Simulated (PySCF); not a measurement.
GaH5OSi.

```xyz
8

Ga    -0.0476    -1.1918     0.0000
H     -1.5945    -1.4213     0.0000
H      1.1202    -2.2231     0.0000
O      0.4911     0.5114     0.0000
Si    -0.0850     2.0600     0.0000
H      0.3975     2.7860    -1.2142
H     -1.5846     2.0863     0.0000
H      0.3975     2.7860     1.2142
```

The structure is a stationary point at PBE0-D3(BJ)/def2-SVP.

Level of theory: PySCF with HF/pcSseg-1. Non-relativistic, no solvent.

Q: Give the absolute GIAO shielding of each atom: isotropic value and principal components (ppm). (The exact figures need the calculation; the answer reports its results.)

A: 
| atom | σ(iso) | σ11 | σ22 | σ33 | span |
|---|---|---|---|---|---|
| Ga1 | 1565.2 | 1425.8 | 1467.6 | 1802.4 | 376.6 |
| H2 | 26.9 | 21.4 | 22.0 | 37.4 | 16.0 |
| H3 | 27.0 | 21.3 | 21.6 | 38.0 | 16.7 |
| O4 | 288.0 | 182.7 | 280.2 | 400.9 | 218.2 |
| Si5 | 436.2 | 398.9 | 404.4 | 505.4 | 106.5 |
| H6 | 27.1 | 23.9 | 25.2 | 32.2 | 8.3 |
| H7 | 27.1 | 24.0 | 25.8 | 31.5 | 7.6 |
| H8 | 27.1 | 23.9 | 25.2 | 32.2 | 8.3 |
